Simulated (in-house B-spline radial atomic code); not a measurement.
Radial electron density of Pb2+, [Xe] 4f14 5d10 5f1 6s1. Computed with a B-spline radial code for spherical atoms: Dirac-Hartree-Fock, average of configuration, Fermi nucleus of rms radius 5.5012 fm.

Columns: r (bohr), 4πr²n(r) (electrons per bohr), bar.

```
0.000394    3.099 #
0.000501    4.506 #
0.000637    6.507 ##
0.000809    9.309 ###
 0.00103    13.25 ####
 0.00131    18.64 #####
 0.00166    25.74 #######
 0.00211    35.14 ##########
 0.00269    47.17 #############
 0.00341    61.31 ##################
 0.00434    77.51 ######################
 0.00552    94.05 ###########################
 0.00701    108.5 ###############################
 0.00891    118.1 ##################################
  0.0113    120.4 ##################################
  0.0144    115.5 #################################
  0.0183    108.3 ###############################
  0.0233    107.2 ###############################
  0.0296    119.1 ##################################
  0.0376    140.2 ########################################
  0.0478    153.8 ############################################
  0.0607    145.6 ##########################################
  0.0772      126 ####################################
  0.0981    124.6 ####################################
   0.125    142.4 #########################################
   0.159      137 #######################################
   0.202     99.6 ############################
   0.256    81.98 #######################
   0.326    95.68 ###########################
   0.414    88.93 #########################
   0.526    54.79 ################
   0.669    31.39 #########
    0.85    25.25 #######
    1.08    19.69 ######
    1.37    11.53 ###
    1.75    5.079 #
    2.22    1.885 #
    2.82   0.6142 
    3.58   0.2577 
    4.56   0.2153 
    5.79   0.1881 
    7.36   0.1061 
    9.36  0.03175 
    11.9 0.004195 
    15.1 0.0002003 
    19.2 2.464e-06
```

On this grid the curve has 4 maxima, near 0.0113, 0.0478, 0.125, 0.326 bohr.

The 5f7/2 radial function P(r) = rR(r), positive near the nucleus, with its small component Q(r) (sign convention: Q ≈ (P' + κP/r)/2c):

```csv
r (bohr),P,Q
0.0376,0.0005414,-3.623e-05
0.0607,0.0024,-0.0001523
0.0981,0.008645,-0.000511
0.159,0.02307,-0.001245
0.256,0.03954,-0.001936
0.414,0.0339,-0.001656
0.669,-0.01068,-0.0004547
1.08,-0.07814,0.0005449
1.75,-0.1647,0.0008988
2.82,-0.3098,0.001126
4.56,-0.4525,0.001368
7.36,-0.3251,0.0009341
11.9,-0.0645,0.0001824
19.2,-0.001559,4.382e-06
```
